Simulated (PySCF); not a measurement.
**Calculated properties of `N(C)[SiH2]C1CC1`**

Compound: C4H11NSi.
Geometry (PBE0-D3(BJ)/def2-SVP, Å), atoms numbered from 1 in this order:
```
atom  x, y, z in Å
C1     3.2809    0.0484   -0.1758
N2     1.8821    0.3895   -0.0995
Si3    0.5950   -0.7441    0.1345
C4    -0.9515    0.1557    0.6477
C5    -1.9203    0.6587   -0.3991
C6    -2.2937   -0.5083    0.4493
H7     3.4886   -0.8187    0.4716
H8     3.6315   -0.2181   -1.1928
H9     3.9173    0.8737    0.1867
H10    1.6470    1.2589   -0.5664
H11    0.2044   -1.5483   -1.0814
H12    1.0725   -1.7191    1.1660
H13   -0.8618    0.7798    1.5443
H14   -2.4169    1.6148   -0.2116
H15   -1.6908    0.4770   -1.4542
H16   -2.3186   -1.4985   -0.0174
H17   -3.0498   -0.3661    1.2260
```

Some functional groups and rings: Si–H bond, C–Si bond and cyclopropane ring.

**PBE0-D3(BJ)/def2-SVP geometry optimisation, gas phase (PySCF)**

- Point group: C1
- Rotational constants A, B, C: 8.748, 1.303, 1.220 GHz

wB97X-D/def2-SVPD ground state, ΔSCF and vertical TDDFT (core frozen in the response) (PySCF):

* Dipole moment: 1.06 D
* HOMO energy: -8.49 eV
* LUMO energy: 2.28 eV
* HOMO–LUMO gap: 10.77 eV
* Lowest singlet excitation: 6.19 eV (200 nm, f = 0.003)
* Strongest line among the 10 lowest singlet transitions: S7 at 8.17 eV (152 nm, f = 0.044)
* Lowest triplet excitation (Tamm–Dancoff): 6.00 eV
* Static isotropic polarisability: 81.9 au
* Vertical ionisation energy: 8.72 eV
* Electronic spatial extent ⟨r²⟩ about the centre of nuclear charge: 1034 bohr²

**PBE0/pcSseg-1 ground state and GIAO shieldings, non-relativistic (PySCF)**

* Lowest Hirshfeld atomic charge: -0.25 e on N2
* Highest Hirshfeld atomic charge: +0.36 e on Si3
* 13C chemical shifts (computed TMS as zero) by class: 32.3 (C1), 2.2 (C5/C6), -6.4 (C4) ppm
* 1H chemical shifts (computed TMS as zero) by class: 4.37 (H11/H12), 2.70 (H7/H8/H9), 0.58 (H14/H17), 0.20 (H15/H16), -0.33 (H13), -0.44 (H10) ppm
* Isotropic shieldings of nuclei other than C and H, by class: 250 (N2), 364 (Si3) ppm
* Mayer bond orders between heavy atoms: C1–N2 0.97, N2–Si3 1.01, Si3–C4 0.88, C4–C5 0.95, C5–C6 0.97, C6–C4 0.95

Monoisotopic mass from the formula: 101.0661 u.

No computed singlet falls in the visible range (750 to 380 nm, 1.65 to 3.26 eV); S1 lies 2.93 eV above its blue end. The ΔSCF ionisation energy exceeds −ε(HOMO) by 0.23 eV with wB97X-D. The principal polarisabilities are 71.1, 75.9 and 98.5 au; their mean is the isotropic value. S1 lies 4.58 eV below the HOMO–LUMO gap; its leading configuration is HOMO→LUMO, weight 0.90.

 NMR classes are plain means over equivalent atoms (diastereotopic ones count apart unless rotation or inversion swaps them), as if these changed places fast; in this geometry the members of some classes differ.

One conformer stands for the species.
